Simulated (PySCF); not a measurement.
Bond stretch in SMILES [GeH4], singlet. The Ge1–H5 bond (Ge1 also carries H, H, H; H5 carries nothing else) is pulled apart rigidly from the PBE0/def2-TZVP optimised geometry.

RMP2/6-31G* = restricted MP2 (frozen core)/6-31G*, spherical d in PySCF; RKS-B3LYP/6-31G* = restricted B3LYP/6-31G*, spherical d (PySCF); UKS-B3LYP/6-31G* = unrestricted B3LYP/6-31G*, spherical d in PySCF; UCCSD(T) = PySCF with CCSD(T) on UHF/cc-pVDZ, 9 core orbitals frozen.

Energies relative to the lowest point of each curve near equilibrium, in eV; the last columns give the difference from UCCSD(T):

| R / Å | RMP2/6-31G* | RKS-B3LYP/6-31G* | UKS-B3LYP/6-31G* | UCCSD(T) | RMP2/6-31G* − UCCSD(T) | RKS-B3LYP/6-31G* − UCCSD(T) | UKS-B3LYP/6-31G* − UCCSD(T) |
|---|---|---|---|---|---|---|---|
| 1.24 | 1.257 | 1.234 | 1.234 | 1.195 | 0.062 | 0.039 | 0.039 |
| 1.29 | 0.804 | 0.791 | 0.791 | 0.761 | 0.043 | 0.031 | 0.031 |
| 1.38 | 0.285 | 0.283 | 0.283 | 0.266 | 0.019 | 0.018 | 0.018 |
| 1.45 | 0.080 | 0.082 | 0.082 | 0.073 | 0.007 | 0.009 | 0.009 |
| 1.48 | 0.034 | 0.035 | 0.035 | 0.030 | 0.004 | 0.006 | 0.006 |
| 1.53 | 0.000 | 0.000 | 0.000 | 0.000 | 0.000 | 0.000 | 0.000 |
| 1.57 | 0.007 | 0.004 | 0.004 | 0.009 | -0.002 | -0.004 | -0.004 |
| 1.61 | 0.039 | 0.032 | 0.032 | 0.041 | -0.003 | -0.009 | -0.009 |
| 1.68 | 0.143 | 0.128 | 0.128 | 0.144 | -0.002 | -0.017 | -0.017 |
| 1.80 | 0.422 | 0.387 | 0.387 | 0.417 | 0.005 | -0.030 | -0.030 |
| 1.90 | 0.716 | 0.661 | 0.661 | 0.700 | 0.016 | -0.039 | -0.039 |
| 2.09 | 1.338 | 1.242 | 1.242 | 1.287 | 0.051 | -0.045 | -0.045 |
| 2.29 | 2.003 | 1.862 | 1.862 | 1.896 | 0.107 | -0.034 | -0.034 |
| 2.52 | 2.712 | 2.524 | 2.524 | 2.506 | 0.206 | 0.017 | 0.017 |
| 2.78 | 3.407 | 3.175 | 3.097 | 3.041 | 0.365 | 0.134 | 0.056 |
| 3.08 | 4.051 | 3.791 | 3.459 | 3.450 | 0.600 | 0.341 | 0.009 |
| 3.39 | 4.542 | 4.292 | 3.644 | 3.647 | 0.895 | 0.645 | -0.003 |
| 3.75 | 4.903 | 4.731 | 3.742 | 3.719 | 1.185 | 1.012 | 0.023 |
| 4.14 | 5.066 | 5.072 | 3.785 | 3.740 | 1.326 | 1.332 | 0.046 |
| 4.65 | 4.976 | 5.366 | 3.807 | 3.747 | 1.229 | 1.619 | 0.060 |
| 5.39 | 4.443 | 5.598 | 3.816 | 3.749 | 0.694 | 1.849 | 0.067 |

RMP2/6-31G* is furthest from UCCSD(T) at 4.14 (1.326 eV, above); its mean absolute difference over the points is 0.325 eV.

RKS-B3LYP/6-31G* is furthest from UCCSD(T) at 5.39 (1.849 eV, above); its mean absolute difference over the points is 0.344 eV.

UKS-B3LYP/6-31G* is furthest from UCCSD(T) at 5.39 (0.067 eV, above); its mean absolute difference over the points is 0.027 eV.

The restricted form behind RMP2/6-31G*, RKS-B3LYP/6-31G* keeps the bonding electrons paired and can't separate into open-shell fragments. The unrestricted determinant behind UKS-B3LYP/6-31G* is spin-contaminated at 2.78 to 5.39 Å (<S²> up to 1.0, against 0.00 for a pure singlet). The unrestricted determinant behind UCCSD(T) is spin-contaminated at 2.29 to 5.39 Å (<S²> up to 1.0, against 0.00 for a pure singlet).
